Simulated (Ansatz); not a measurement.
CH5BF2OSi (`COB(F)[SiH2]F`). Total charge 0; spin multiplicity 1.

```xyz
11

C    -1.603    0.496    0.694
O    -1.315   -0.632   -0.111
B    -0.110   -0.950   -0.595
F    -0.054   -2.063   -1.330
Si    1.688   -0.009   -0.396
F     1.587    1.344    0.475
H    -0.722    1.116    0.867
H    -2.370    1.089    0.193
H    -1.996    0.148    1.650
H     2.228    0.362   -1.730
H     2.666   -0.900    0.282
```

**Question.** Give the diagnostics of a CCSD(T)/def2-TZVPP run (frozen core, the Gaussian-basis code of Ansatz). (An estimate is asked.)

**Answer.** Ansatz gave: T1 = 0.0132, largest single amplitude 0.033, largest double 0.029, (T) share of the correlation energy 3.2 %, 10 CCSD cycles. The RHF solution is stable towards an unrestricted one. T1 lies under the customary mark of 0.02 for closed shells.
